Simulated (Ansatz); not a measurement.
Diatomic AlZn, multiplicity 2 (the spin of the measured ground state). No spin–orbit coupling. Zn is treated without relativity.

D_e counts from the fitted minimum to each atom's lowest state at the same level, without counterpoise.

Codes used: Ansatz (a program for electronic structure). 

Predict the bond energy D_e from wB97X-V/def2-TZVPP.

5.3 kcal/mol

Estimate the bond energy D_e that PBE0/def2-TZVPP returns for this input.

9.6 kcal/mol

Predict the bond energy D_e from CAM-B3LYP/def2-TZVPP.

4.5 kcal/mol
